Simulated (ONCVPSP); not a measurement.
# Building the ONCV potential for Sn (Z = 50) (PW91, scalar-relativistic).

ONCVPSP 4.0.1 input, shortened (lines: element, Z, core and valence counts, functional; n l f; lmax; l rc ep ncon nbas qcut; lloc lpopt rc5 dvloc0; l nproj debl; icmod fcfact rcfact), PW91, scalar-relativistic:

```
  Sn 50.00    6    5  -109134      upf
    1    0    2.00
    2    0    2.00
    2    1    6.00
    3    0    2.00
    3    1    6.00
    3    2   10.00
    4    0    2.00
    4    1    6.00
    4    2   10.00
    5    0    2.00
    5    1    2.00
    2
    0    1.55    0.00    4    7   10.20
    1    1.40    0.00    4    7   10.90
    2    1.40    0.00    4    8   12.20
    2    5    1.40    0.00
    0    2    3.00
    1    2    2.80
    2    0    2.70
    3    5.25    1.60
```

Poles of the logarithmic derivatives, all-electron (AE) and pseudo (PS). s: poles at -4.7 (AE) and -4.7 (PS) Ha. p: poles at -2.6 (AE) and -2.6 (PS) Ha. d: poles at 0.3 (AE) and 0.3 (PS) Ha. Test radii: s 1.57, p 1.42, d 1.42 bohr.

* Cutoffs needed: 45 Ha and 53 Ha (the cutoffs (Ha) at which the residual kinetic energy of the hardest occupied pseudo-wave falls to 1 and 0.1 mHa per electron)
* Ghost test: no bound ghost flagged; GHOST(+) flagged for s at 338.4 eV
* Largest excitation error: -354 meV (all-electron minus pseudo) for 4s1 4p6 4d10 5s2 5p2, out of 4 test configurations
* rms error of d²Exc/dni dnj: 2.69 mHa without and 2.89 mHa with the model core
